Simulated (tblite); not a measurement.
Compound: C5H12NSi (doublet state).
Atom-mapped SMILES: `[CH3:1][CH2:2][Si:3]([NH2:4])[CH:5]1[CH2:6][CH2:7]1` (hydrogens: H8, H9, H10 on C1; H11, H12 on C2; H13, H14 on N4; H15 on C5; H16, H17 on C6; H18, H19 on C7)

A start from a force field or distance geometry was refined with tblite, GFN2-xTB geometry optimisation, gas phase. Values at the start:

```
  coordinate    start
       C1–C2  1.533 Å
       C1–H8  1.091 Å
      C2–Si3  1.859 Å
      C2–H11  1.086 Å
      Si3–N4  1.687 Å
      Si3–C5  1.873 Å
      N4–H13  1.022 Å
      N4–H14  1.014 Å
       C5–C6  1.505 Å
      C5–H15  1.094 Å
       C6–C7  1.503 Å
      C6–H16  1.072 Å
      C6–H17  1.088 Å
   C1–C2–Si3   116.1°
   C2–Si3–N4   111.6°
   C2–Si3–C5   112.1°
   Si3–C5–C6   120.4°
   Si3–C5–C7   120.9°
   N4–Si3–C5   110.1°
    C5–C6–C7    59.8°
    C6–C5–C7    60.0°
C1–C2–Si3–N4      64°
C2–Si3–C5–C6      89°
```

Task: How do these coordinates change at the GFN2-xTB level?

Result: 
| coordinate | GFN2-xTB (Å or °) | change |
| --- | --- | --- |
| C2–Si3 | 1.909 | +0.050 |
| Si3–N4 | 1.726 | +0.039 |
| Si3–C5 | 1.899 | +0.026 |
| N4–H13 | 1.009 | -0.013 |
| C6–C7 | 1.492 | -0.011 |
| C5–H15 | 1.084 | -0.010 |
| C6–H16 | 1.081 | +0.009 |
| N4–H14 | 1.006 | -0.008 |
| C6–H17 | 1.080 | -0.008 |
| C1–C2 | 1.526 | -0.007 |
| C2–H11 | 1.090 | +0.004 |
| C5–C6 | 1.507 | +0.002 |
| C1–H8 | 1.089 | -0.002 |
| C2–Si3–N4 | 107.2 | -4.4 |
| C1–C2–Si3 | 112.2 | -3.9 |
| N4–Si3–C5 | 113.9 | +3.8 |
| C2–Si3–C5 | 109.5 | -2.6 |
| Si3–C5–C6 | 119.7 | -0.7 |
| C6–C5–C7 | 59.5 | -0.5 |
| Si3–C5–C7 | 120.5 | -0.4 |
| C5–C6–C7 | 60.0 | +0.2 |
| C1–C2–Si3–N4 | 66 | +2 |
| C2–Si3–C5–C6 | 91 | +2 |

The energy falls by 5.2 kcal/mol over 81 L-BFGS steps, the largest force on an atom goes from 1.82 to 0.010 eV/Å, and the atoms move by 0.186 Å rms after alignment. The bond that changes most is C2–Si3 (ends: carbon bonded to C, Si and 2 H; silicon bonded to 2 C and N), which lengthens by 0.050 Å. Bonds longer at the end by more than 0.005 Å: 4 of 19; shorter: 10. Among the dihedrals that turn most is C2–Si3–N4–H13, from -61° to -28°. Rotational constants go from 3194, 1493, 1275 to 3053, 1504, 1275 MHz.

The run took 0.57 s on one thread of an Arm Neoverse V1, no GPU, shared host.

Its GFN2-xTB frequencies are all real (lowest 42 cm⁻¹). 3 starts were optimised and ended at 0.00, 0.49 and 0.67 kcal/mol (GFN2-xTB); the lowest of these is shown.

One conformer stands for the species.

These are computed values.
